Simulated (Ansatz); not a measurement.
Cost and result for the atomization energy of `BC1=CC1` (9 atoms, 9 bonds).

Cartesian coordinates in Å:
```
B -0.220 1.264 -0.151
C -0.958 -0.024 -0.146
C -0.670 -1.264 0.014
C 0.593 -0.468 0.135
H -0.174 1.908 0.855
H 0.142 1.718 -1.196
H -1.022 -2.276 0.053
H 1.014 -0.344 1.129
H 1.295 -0.513 -0.694
```

Charge 0, multiplicity 1. Geometry: relaxed with PBE0-D4/def2-TZVP. Program: Ansatz. All runs use 2 threads of an INTEL XEON PLATINUM 8581C on a shared host. Times are those of one run each, without the atoms' runs, and a repeat can differ threefold. Electronic energies, without spin–orbit coupling; frozen cores. CCSD(T)/CBS adds CCSD(T) − MP2 in def2-TZVPP to the MP2 limit, and its time is that of the two runs behind it. T1 = 0.011. HSE06 is the plane-wave form, built on full-range PBE exchange.

CCSD(T)/CBS is a level of theory with its own doubt, some kJ/mol a heavy atom from the limit and from the frozen cores, so smaller differences don't rank the functionals.

```
                  level  functions  wall time
 LDA (SPW92)/def2-TZVPP        194     0.75 s
   revPBE-D4/def2-TZVPP        194      1.1 s
     BLYP-D4/def2-TZVPP        194      1.3 s
     PBE0-D4/def2-TZVPP        194      1.6 s
       CCSD(T)/def2-SVP         81      1.7 s
    HSE06-D4/def2-TZVPP        194      1.8 s
CAM-B3LYP-D4/def2-TZVPP        194      1.9 s
      B2PLYP/def2-TZVPP        194      2.9 s
    PBE-QIDH/def2-TZVPP        194        3 s
      B97M-V/def2-TZVPP        194      3.8 s
         MP2/def2-QZVPP        378       13 s
     CCSD(T)/def2-TZVPP        194       30 s
      CCSD(T)/CBS(def2)          –       42 s
```

Question: What atomization energy does each give, and how far from CCSD(T)/CBS? (Estimate.)

Answer: Ansatz gave: 
```csv
level,atomization (kJ/mol),difference from CCSD(T)/CBS,per bond
LDA (SPW92)/def2-TZVPP,4166.9,560.6,62.3
revPBE-D4/def2-TZVPP,3652.0,45.7,5.1
BLYP-D4/def2-TZVPP,3624.4,18.1,2.0
PBE0-D4/def2-TZVPP,3676.5,70.2,7.8
CCSD(T)/def2-SVP,3476.3,-130.0,-14.4
HSE06-D4/def2-TZVPP,3679.4,73.1,8.1
CAM-B3LYP-D4/def2-TZVPP,3636.5,30.2,3.4
B2PLYP/def2-TZVPP,3598.3,-8.0,-0.9
PBE-QIDH/def2-TZVPP,3637.8,31.5,3.5
B97M-V/def2-TZVPP,3651.3,45.0,5.0
MP2/def2-QZVPP,3655.7,49.4,5.5
CCSD(T)/def2-TZVPP,3526.7,-79.6,-8.8
CCSD(T)/CBS(def2),3606.3,0.0,0.0
```

From PBE to PBE0 (25 % exact exchange), in def2-TZVPP and without D4, the atomization energy moves by −62.6 kJ/mol: exact exchange takes away binding that semilocal exchange gives to molecules. The D4 term adds +23.2 kJ/mol with B3LYP and +11.9 kJ/mol with PBE0; it sums over pairs of atoms, weighted by their polarisabilities, and B3LYP, whose exchange is more repulsive, gets the larger term. Leaving LDA and LC-ωPBE aside and taking each functional with its dispersion term where it has one, the values, not all of them listed here, spread over 218.8 kJ/mol, from BHLYP-D4 to PBE-D4. LDA lies +439.6 kJ/mol from PBE without D4, its usual overbinding.

B3LYP here is the variant with VWN-RPA as its local correlation; programs differ in this.
